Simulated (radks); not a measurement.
Effect of the nuclear size on the silver ion Ag2+, [Kr] 4d9. All-electron calculation, Dirac Kohn-Sham, LDA (Slater exchange, Perdew-Wang correlation), spin-unpolarised, spherical densities, finite nucleus; open shells fill j = l - 1/2 first; Fermi nuclear charge, rms radius 4.5454 fm. Program: a radial shooting solver on a logarithmic mesh with Libxc functionals. The rms radius is varied about that value; shifts are against it.

rms radius (fm)  total energy shift (eV)  density at nucleus (e/bohr^3)  1s1/2 shift (meV)  2s1/2 shift (meV)  4s1/2 shift (meV)  4p1/2 shift (meV)  5s1/2 (empty) shift (meV)
3.7272                            -0.926                       1.49e+05               -390              -43.6              -1.58              0.055                     -0.195
4.2863                            -0.310                      1.462e+05               -131              -14.6             -0.530              0.018                     -0.065
4.5454                                 0                      1.451e+05              0.000              0.000              0.000              0.000                      0.000
4.6999                             0.193                      1.444e+05               81.1               9.07              0.329             -0.011                      0.041
5.0227                             0.613                      1.431e+05                258               28.8               1.05             -0.036                      0.129

Slopes of the eigenvalues against <r^2> in GHz/fm^2, as finite differences over the two radii next to the reference (eigenvalue slopes, not the field-shift constants of lines): 1s1/2 13800, 2s1/2 1540, 4s1/2 55.8, 4p1/2 -1.94, 5s1/2 (empty) 6.91.
